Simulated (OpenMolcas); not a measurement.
Ti3+ with 4 ligands (oxide) in square-planar coordination (D4h). A charge of +1.25 e stands 2.4 Å behind each ligand. Ligand basis ANO-RCC-VDZP.

- Program: OpenMolcas 26.06
- Method: CASSCF
- Basis: ANO-RCC-VTZP [6s5p3d2f1g]
- Scalar Hamiltonian: DKH2, point nucleus
- Active space: 1 electron in 5 orbitals (3d)
- State averaging: 2S+1 = 2 even, 5 roots
- Spin-orbit coupling: RASSI with atomic mean-field integrals over the reference wave functions

All ligands move together. At R = 1.84 Å the first state of the same spin is 11732 cm-1, and at R = 1.98 Å it is 7636 cm-1.

Question: A third run gives 9073 cm-1. What distance was it run at?

Answer: With a power law R^-n the two known points give n = -ln(7636 / 11732) / ln(1.98 / 1.84) = 5.86. Then R = 1.84 × (11732 / 9073)^(1/5.86) = 1.922 Å. The run was at 1.92 Å, so the estimate is off by +0.002 Å.

The oxide ions are held by bare point charges, a crude embedding. Ligand-to-metal charge-transfer states are missing. With metal d orbitals alone and no dynamic correlation the field as a rule comes out too small, by tens of per cent, by up to half for chloride and softer ligands. The least metal-like active orbital is 74 % on the metal (Löwdin) and no ligand orbital is active, so the numbers are rough (holds for R = 1.84). The least metal-like active orbital is 80 % on the metal (Löwdin) and no ligand orbital is active, so the numbers are rough (holds for R = 1.92). The least metal-like active orbital is 83 % on the metal (Löwdin) and no ligand orbital is active, so the numbers are rough (holds for R = 1.98). No measured value stands beside these numbers; the geometry was imposed, not optimised, and the real ion may take another.
